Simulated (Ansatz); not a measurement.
Two isomers of C3H11N3OW: A = `C[N]=[W]([NH2])(=[O])[N](C)C`, B = `C[N]=[W]([NH2])(=[N]C)[O]C`.

Program: Ansatz. Geometries: PBE0-D4/def2-TZVP. ΔE: electronic, gas phase. CCSD(T)/CBS is the MP2 limit (def2-TZVPP, def2-QZVPP) plus CCSD(T) − MP2 in def2-TZVPP, frozen cores. DFT in def2-TZVPP. B3LYP here is the variant with VWN-RPA as its local correlation; programs differ in this. Elements past krypton have def2 core potentials. For W outer-core shells are correlated without core-valence functions, which leaves a few kJ/mol of doubt a bond. Each species was taken in one conformer, which may not be the lowest.

Problem. Which is lower in electronic energy at CCSD(T)/CBS, and by how much? (Best estimate.)

Solution. Computed: A, by 15.1 kcal/mol.

Problem. Give E(B) − E(A) in kcal/mol with ωB97M-V, CCSD(T)/def2-SVP, BLYP-D4, PBE-D4, B2PLYP, CCSD/def2-TZVPP, B3LYP. (An estimate is asked.)

Solution. The calculation gave: ωB97M-V 15.3, CCSD(T)/def2-SVP 15.3, BLYP-D4 15.2, PBE-D4 16.0, B2PLYP 14.6, CCSD/def2-TZVPP 13.9, B3LYP 12.9. None reverses the order clearly.

Largest T1 diagnostic: 0.019.

The D4 term adds +1.3 kcal/mol with B3LYP and +0.7 kcal/mol with PBE0; it sums over pairs of atoms, weighted by their polarisabilities, and B3LYP, whose exchange is more repulsive, gets the larger term. In def2-TZVPP, CCSD(T) changes the Hartree–Fock value by +5.9 kcal/mol (the triples alone add +1.2 kcal/mol) and MP2 by +6.7 kcal/mol.
